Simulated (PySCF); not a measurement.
Work out the structure from these simulated measurements.

Formula: C5H5OP.

- 1H NMR: chemical shifts (computed TMS as zero) by class: 8.86 (1 H), 8.05 (1 H), 7.02 (1 H), 6.54 (1 H), 5.57 (1 H) ppm [GIAO PBE0/pcSseg-1]
- Polarisability: 85.4 au [PBE0/def2-SVPD]
- Rotational structure: rotational constants A, B, C: 4.886, 1.874, 1.354 GHz [GFN2-xTB]
- Triplet: lowest triplet excitation (Tamm–Dancoff): 3.24 eV [TDA PBE0/def2-SVPD]
- NMR, other nuclei: isotropic shieldings of nuclei other than C and H, by class: -14 (1 O), 195 (1 P) ppm [GIAO PBE0/pcSseg-1]
- 13C NMR: chemical shifts (computed TMS as zero) by class: 189.8 (1 C), 153.4 (1 C), 151.7 (1 C), 136.3 (1 C), 122.8 (1 C) ppm [GIAO PBE0/pcSseg-1]

Gas-phase values; electronic properties from PySCF, density fitting. Levels stand in brackets. Isolated species at its GFN2-xTB geometry (one conformer only). NMR classes are plain means over equivalent atoms (diastereotopic ones count apart unless rotation or inversion swaps them), as if these changed places fast.

Task: Propose a structure and show how it fits.

Result: Numbering: `[CH2:1]=[CH:2][c:3]1[cH:4][o:5][cH:6][p:7]1`. 5 carbons fall into 5 classes; from least to most shielded: aromatic CH next to a ring oxygen [C6] (189.8 ppm), aromatic CH next to a ring oxygen [C4] (153.4 ppm), substituted aromatic carbon [C3] (151.7 ppm), alkene CH carbon [C2] (136.3 ppm), terminal =CH2 carbon [C1] (122.8 ppm). Hydrogen classes from least to most shielded: 1 H on an aromatic CH next to a ring oxygen, C6 (8.86 ppm), 1 H on an aromatic CH next to a ring oxygen, C4 (8.05 ppm), 1 H on an alkene CH carbon, C2 (7.02 ppm), 1 H on a terminal =CH2 carbon, C1 (6.54 ppm), 1 H on a terminal =CH2 carbon, C1 (5.57 ppm). The other shieldings belong to: -14 ppm, furan-type oxygen [O5]; 195 ppm, phosphorus bonded to 2 C [P7]. The optimised geometry has point group Cs and is an asymmetric top. Structure: `C=Cc1cocp1`. Computed isomers that give other values at the same levels: `C=Pc1ccoc1` (13C chemical shifts (computed TMS as zero) by class: 176.8 (1 C), 148.8 (1 C), 145.5 (1 C), 137.1 (1 C), 121.2 (1 C) ppm); `C=Cc1occp1` (13C chemical shifts (computed TMS as zero) by class: 206.3 (1 C), 151.9 (1 C), 138.0 (1 C), 133.4 (1 C), 121.1 (1 C) ppm); `C#CC[P@@H](=O)C#C` (13C chemical shifts (computed TMS as zero) by class: 97.9 (1 C), 83.4 (1 C), 80.8 (1 C), 77.6 (1 C), 26.0 (1 C) ppm). The assignments are read from this structure; whether some other isomer fits the data as well wasn't checked.

Conformer computed: `[CH2:1]=[CH:2][c:3]1[cH:4][o:5][cH:6][p:7]1`: C1–C2–C3–C4 180°.
